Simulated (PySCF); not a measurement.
## Electron correlation in Nb(2+) (niobium, charge +2)

[Kr] 4d3, high-spin 4F determinant. All numbers are calculated (PySCF 2.14, scalar relativity through the core potential, in def2-TZVPPD with the def2 core potential (28 electrons) (6s4p3d2f1g, 56 functions)). Frozen: 4s2 4p6; 3 electrons correlated.

| level | correlation energy (mhartree) |
| --- | --- |
| CCSD | -17.71 |
| (T) | -0.08 |
| CCSD(T) | -17.79 |

Diagnostics: T1 = 0.0012, D1 = 0.0017, largest double amplitude 0.022.

Cost of the coupled-cluster step: roughly 0.6 core-seconds, for 3 correlated electrons.

Iterations:

```
CC2 = 0
CCSD nocc = (np.int64(3), np.int64(0)), nmo = (52, 52)
frozen orbitals [[0, 1, 2, 3], [0, 1, 2, 3]]
max_cycle = 100
direct = 0
conv_tol = 1e-08
conv_tol_normt = 1e-06
diis_space = 8
diis_start_cycle = 0
Init t2, MP2 energy = -0.0143797002748207
Init E_corr(UCCSD) = -0.0143797002748799
cycle = 1  E_corr(UCCSD) = -0.0170262637384176  dE = -0.00264656346  norm(t1,t2) = 0.014054
cycle = 2  E_corr(UCCSD) = -0.0175508716919537  dE = -0.000524607954  norm(t1,t2) = 0.0037018
cycle = 3  E_corr(UCCSD) = -0.0177194734578909  dE = -0.000168601766  norm(t1,t2) = 0.00133809
cycle = 4  E_corr(UCCSD) = -0.0177097592479764  dE = 9.71420991e-06  norm(t1,t2) = 0.000333635
cycle = 5  E_corr(UCCSD) = -0.0177106853566804  dE = -9.26108704e-07  norm(t1,t2) = 5.39292e-05
cycle = 6  E_corr(UCCSD) = -0.0177106756884245  dE = 9.66825588e-09  norm(t1,t2) = 7.06585e-06
cycle = 7  E_corr(UCCSD) = -0.0177106889534666  dE = -1.3265042e-08  norm(t1,t2) = 1.2872e-06
cycle = 8  E_corr(UCCSD) = -0.0177106840569137  dE = 4.89655289e-09  norm(t1,t2) = 9.09156e-08
UCCSD converged
E(UCCSD) = -55.64627494265574  E_corr = -0.01771068405691367
UCCSD(T) correction = -8.21052129106949e-05
```
